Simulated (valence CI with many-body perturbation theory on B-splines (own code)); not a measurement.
# Gd14+: M1 decay

Level of theory: relativistic CI+MBPT: four valence electrons over a frozen Dirac-Fock core [Kr] 4d10, a basis of 8 s, 8 p, 9 d, 9 f, 6 g, 3 h, 2 i functions for each j, with the one-electron correlation potential Σ1 (screened to all orders), the two-electron term Σ2, the three-electron term Σ3, Breit, model QED; selected single and double excitations, second order for the rest, scaled by the run's own slope (own B-spline code, finite nucleus).

No measured levels were compared; by estimate terms of the open shell hold to a few per cent of their energy, and close levels can change places; configurations with another count of f electrons can be misplaced by thousands of cm⁻¹. Core correlation moves these levels by up to 44000 cm⁻¹, and in measured spectra 5 to 20 % of such shifts remained as error; rates that hang on mixing are uncertain with them.

Lines 51 to 100 of 119 in falling wavelength, among levels below 53367 cm⁻¹, chosen from the decays that carry over 1 % of a level's rate. Wavelengths and rates use the calculated energies, so an error of 2000 cm⁻¹ moves a line at 9411 Å by 19 % and its rate by three times that or more. S is in atomic units (e²a₀⁴ for E2 and M2, e²a₀⁶ for E3), for M1 in squared Bohr magnetons. Weak lines are less certain than strong ones. Lines between different terms over intervals too small for the method are left out, as are lines whose strength nearly cancels. Where a level lies close to another of its J and parity, the split of strength between their lines is uncertain.

Names give the largest LS component (configuration and term), which can be under half, so a name can repeat, a term be missing and a line seem to break the LS rules; names also repeat where a configuration has a term twice. Letters in brackets count levels of one name in rising energy.

```tsv
λ vac (Å)	Upper	Lower	Type	A (s⁻¹)	S (a.u.)
9411	4f3 5s 5G°_2	4f3 5s 5F°_1	M1	3.29e-02	5.08e-03
9389	4f3 5s 5G°_4	4f3 5s 5F°_3	M1	6.61e-01	1.82e-01
9296	4f3 5s 3F°_2	4f3 5s 5S°_2	M1	1.15e+00	1.72e-01
9080	4f3 5s 3H°_6	4f3 5s 3I°_6	M1	1.01e+00	3.64e-01
9067	4f3 5s 3H°_4	4f3 5s 3I°_5	M1	9.64e-01	2.40e-01
8945	4f3 5s 3F°_4	4f3 5s 5F°_5 [b]	M1	1.67e+00	3.99e-01
8605	4f3 5s 3K°_7	4f3 5s 3I°_7	M1	3.24e-01	1.15e-01
8576	4f3 5s 3G°_3 [a]	4f3 5s 5F°_3	M1	1.10e+00	1.80e-01
8385	4f3 5s 1H°_5	4f3 5s 3H°_4	M1	1.19e+00	2.87e-01
8316	4f3 5s 3G°_4 [a]	4f3 5s 3H°_4	M1	5.07e+00	9.72e-01
8178	4f3 5s 3F°_2	4f3 5s 5F°_3	M1	1.42e+00	1.44e-01
7902	4f3 5s 5G°_5	4f3 5s 5F°_5 [a]	M1	1.09e+00	2.20e-01
7763	4f3 5s 3I°_6	4f3 5s 5I°_7	M1	1.67e+00	3.76e-01
7586	4f3 5s 5G°_5	4f3 5s 5F°_4	M1	2.46e-01	4.38e-02
7564	4f3 5s 3S°_1	4f3 5s 5S°_2	M1	1.46e+00	7.04e-02
7493	4f3 5s 1H°_5	4f3 5s 5F°_5 [a]	M1	3.05e+00	5.23e-01
7307	4f3 5s 3G°_3 [a]	4f3 5s 5F°_2	M1	1.17e+00	1.18e-01
7208	4f3 5s 1H°_5	4f3 5s 5F°_4	M1	5.71e+00	8.72e-01
7157	4f3 5s 3G°_4 [a]	4f3 5s 5F°_4	M1	7.10e-01	8.69e-02
7133	4f3 5s 5F°_5 [b]	4f3 5s 3I°_5	M1	9.79e-01	1.45e-01
7082	4f3 5s 3F°_3	4f3 5s 3H°_4	M1	8.17e-01	7.53e-02
7057	4f3 5s 3F°_4	4f3 5s 3H°_4	M1	1.99e+00	2.34e-01
7016	4f3 5s 3F°_2	4f3 5s 5F°_2	M1	1.56e-01	1.00e-02
6826	4f3 5s 3I°_7	4f3 5s 5I°_8	M1	1.71e+00	3.02e-01
6564	4f3 5s 3G°_4 [a]	4f3 5s 5F°_3	M1	3.57e+00	3.37e-01
6380	4f3 5s 3F°_2	4f3 5s 5F°_1	M1	2.59e+00	1.25e-01
6306	4f3 5s 3F°_3	4f3 5s 5S°_2	M1	2.37e-01	1.54e-02
6224	4f3 5s 3F°_3	4f3 5s 5F°_4	M1	2.59e-01	1.62e-02
6216	4f3 5s 3K°_6	4f3 5s 3I°_6	M1	2.17e+00	2.51e-01
6205	4f3 5s 3F°_4	4f3 5s 5F°_4	M1	5.47e+00	4.36e-01
5989	4f3 5s 1H°_5	4f3 5s 3I°_6	M1	6.09e+00	5.34e-01
5982	4f3 5s 3S°_1	4f3 5s 5F°_2	M1	2.52e+00	6.01e-02
5881	4f3 5s 3I°_5	4f3 5s 5I°_4	M1	7.77e+00	6.45e-01
5771	4f3 5s 3F°_3	4f3 5s 5F°_3	M1	1.67e+00	8.31e-02
5514	4f3 5s 3S°_1	4f3 5s 5F°_1	M1	3.72e+00	6.94e-02
5167	4f3 5s 3F°_3	4f3 5s 5F°_2	M1	2.65e+00	9.50e-02
4952	4f3 5s 5F°_5 [a]	4f3 5s 5I°_6	M1	2.89e+00	1.43e-01
4895	4f3 5s 3I°_6	4f3 5s 5I°_5	M1	1.48e+00	8.38e-02
4491	4f3 5s 5G°_5	4f3 5s 3I°_5	M1	1.35e-01	4.98e-03
4475	4f3 5s 3K°_6	4f3 5s 3I°_5	M1	5.57e+00	2.41e-01
4394	4f3 5s 3I°_7	4f3 5s 5I°_6	M1	1.48e-01	6.96e-03
4356	4f3 5s 1H°_5	4f3 5s 3I°_5	M1	4.50e+00	1.52e-01
4301	4f3 5s 5F°_4	4f3 5s 5I°_5	M1	2.33e+00	6.19e-02
4205	4f3 5s 5F°_5 [a]	4f3 5s 5I°_5	M1	4.07e+00	1.23e-01
4185	4f3 5s 3H°_6	4f3 5s 5I°_7	M1	7.77e+00	2.75e-01
4065	4f3 5s 5F°_5 [b]	4f3 5s 5I°_6	M1	6.76e+00	1.85e-01
4028	4f3 5s 5F°_3	4f3 5s 5I°_4	M1	1.77e-02	3.00e-04
3968	4f3 5s 3H°_4	4f3 5s 5I°_5	M1	6.07e+00	1.27e-01
3968	4f3 5s 3F°_4	4f3 5s 3I°_5	M1	9.94e-01	2.07e-02
3833	4f3 5s 5F°_4	4f3 5s 5I°_4	M1	7.07e+00	1.33e-01
```
